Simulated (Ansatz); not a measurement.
```xyz
11

N     1.844   -0.953    0.177
C     0.669   -0.599    0.887
N    -0.648   -1.260    0.592
C    -0.495   -0.061    0.216
Si   -1.385    1.277   -0.726
H     1.642   -1.184   -0.787
H     2.311   -1.744    0.603
H     0.857   -0.355    1.929
H    -0.578    1.612   -1.926
H    -2.732    0.798   -1.118
H    -1.484    2.469    0.152
```

The species carries charge 0 and has multiplicity 1.

**Question.** List the ωB97M-V/def2-TZVPP orbital energies in eV (Ansatz 0.2.0). (Best estimate.)

**Answer.** Ansatz gave: Occupied: -1807.45, -395.21, -394.39, -283.22, -282.64, -148.54, -102.67, -102.64, -102.64, -30.77, -27.27, -20.11, -19.63, -17.36, -16.20, -15.62, -14.59, -13.07, -12.74, -12.46, -11.28, -10.94, -8.81. Lowest empty: 1.09, 2.03, 2.57, 2.74, 3.15, 3.31, 3.90, 4.51.
